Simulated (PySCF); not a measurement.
Ligand exchange on a metal centre used in film growth or etching (Zn H-SH). Isolated molecules, 0 K electronic values unless said otherwise. One relaxed conformer stands for each flexible species; it need not be the lowest.

The LUMO from two functionals at the same geometries (PBE-D3(BJ)/def2-SVP), both in PySCF: PBE-D3(BJ)/def2-TZVP and B3LYP-D3(BJ)/def2-TZVP. B3LYP has the VWN-RPA correlation part, as in Gaussian. 

| species | B3LYP-D3(BJ)/def2-TZVP (eV) |
|---|---|
| 0 of 2 H replaced by SH ([Zn(H)2]) | -0.96 |
| 1 of 2 H replaced by SH ([Zn(H)(SH)]) | -1.03 |
| 2 of 2 H replaced by SH | -1.36 |

### Question
What does PBE-D3(BJ)/def2-TZVP give for each?

### Answer

- 0 of 2 H replaced by SH ([Zn(H)2]): -1.40
- 1 of 2 H replaced by SH ([Zn(H)(SH)]): -1.50
- 2 of 2 H replaced by SH: -1.90
Over these rows, drawn at random from the members with no instability flagged (it was tested for open shells, ions and some series alone), PBE minus B3LYP-D3(BJ): mean -0.48 eV, from -0.54 eV to -0.44 eV.
